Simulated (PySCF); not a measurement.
# Ionisation energy of Kr²⁺ by level of theory

Kr²⁺ [Ar] 3d10 4s2 4p4 (3P) → Kr³⁺ [Ar] 3d10 4s2 4p3 (4S), as a difference of total energies. Computed with PySCF 2.14 in Sapporo-DKH3-DZP-2012 (6s5p3d1f, 43 functions), with scalar relativity by spin-free X2C-1e. Correlated levels: valence: [Ar] 3d10 frozen. The calculations carry no spin-orbit coupling.

```
           method  ionisation energy (eV)
              UHF                  34.433
             BP86                  35.852
             TPSS                  35.700
    MP2 (valence)                  34.863
SCS-MP2 (valence)                  34.880
   CCSD (valence)                  34.886
CCSD(T) (valence)                  34.896
```

Task: How much does correlation contribute at CCSD(T) (valence)?

Result: 34.896 − (34.433) = 0.463 eV, measured against UHF.

The reference lies between the lowest fine-structure levels, while these numbers refer to the centres of the terms.

Errors of the correlated levels include the incompleteness of this basis and the frozen core.

For comparison: 35.838 ± 0.02 eV (measured; NIST Atomic Spectra Database, ionization energies).
